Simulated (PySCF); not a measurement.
## Deuteron quadrupole couplings in `COCC(C)(C)[SiH2]N`

Compound: C5H15NOSi.
Cartesian coordinates in Å at the PBE0-D3(BJ)/def2-SVP level; atoms count from 1:
```
atom  x, y, z in Å
C1     2.9825    1.0483    0.3671
O2     1.6018    0.8774    0.4005
C3     1.1770   -0.3986    0.0141
C4    -0.3426   -0.4651    0.0699
C5    -0.8185   -0.3576    1.5210
C6    -0.8095   -1.7790   -0.5553
Si7   -1.0450    1.0072   -0.9283
N8    -2.7210    0.6946   -1.2994
H9     3.5013    0.3529    1.0562
H10    3.3957    0.8893   -0.6487
H11    3.2046    2.0791    0.6773
H12    1.5291   -0.6249   -1.0152
H13    1.6191   -1.1735    0.6810
H14   -0.4360    0.5581    1.9955
H15   -1.9190   -0.3505    1.5901
H16   -0.4621   -1.2204    2.1116
H17   -1.9070   -1.8305   -0.5906
H18   -0.4391   -2.6430    0.0247
H19   -0.4466   -1.8895   -1.5904
H20   -0.3544    1.0997   -2.2538
H21   -0.8414    2.2822   -0.1700
H22   -3.0736    1.0364   -2.1863
H23   -3.4238    0.8248   -0.5797
```

Level: PBE0/pcSseg-1 (PySCF, non-relativistic); Q(2H) = 0.00286 b; rigid geometry, the same for H and D, with no vibrational averaging.

Task: Rank these positions by the coupling χzz of a deuteron there, largest first.
A. H13 (methylene hydrogen)
B. H9 (methyl hydrogen)
C. H23 (N–H hydrogen)
D. H16 (methyl hydrogen)
E. H20 (Si–H hydrogen)

Result: C (277 kHz), D (193 kHz), B (183 kHz), A (176 kHz), E (94 kHz).

Task: Give the electric field gradient Vzz (the principal value of largest size), its asymmetry and the 2H coupling at each hydrogen.

Result: 
```csv
atom,bonded to,bond length (Å),Vzz (au),η,χzz (kHz)
H9,C1,1.108,0.2718,0.08,183
H10,C1,1.108,0.2713,0.09,182
H11,C1,1.099,0.2877,0.07,193
H12,C3,1.111,0.2642,0.07,178
H13,C3,1.114,0.2617,0.07,176
H14,C5,1.100,0.2901,0.01,195
H15,C5,1.103,0.2910,0.03,196
H16,C5,1.105,0.2868,0.02,193
H17,C6,1.099,0.2918,0.03,196
H18,C6,1.105,0.2872,0.02,193
H19,C6,1.102,0.2898,0.03,195
H20,Si7,1.497,0.1392,0.04,94
H21,Si7,1.497,0.1390,0.04,93
H22,N8,1.014,0.4129,0.17,278
H23,N8,1.014,0.4117,0.17,277
```

Task: Average by the element that carries the hydrogen.

Result: on C: 189 kHz over 11 positions, mean bond length 1.105 Å; on Si: 93 kHz over 2 positions, mean bond length 1.497 Å; on N: 277 kHz over 2 positions, mean bond length 1.014 Å.

Task: How does χzz go with the bond length over the 11 C–H bonds?

Result: A straight-line fit has a slope of -15.0 kHz for each 0.01 Å, with a correlation coefficient of -0.94, over lengths from 1.099 to 1.114 Å. The longer bonds have the smaller couplings here.

One conformer (not necessarily the lowest) at the PBE0-D3(BJ)/def2-SVP geometry, without solvent, vibrations or thermal averaging. A larger basis could move these couplings by a tenth or more.

These values come from a run that also computed NMR shieldings. Hardware: an Intel Xeon 6975P-C with one thread, shared host with 192 logical CPUs at a one-minute load of 55. Cost: 30 s wall, 1.0 GiB resident at most.
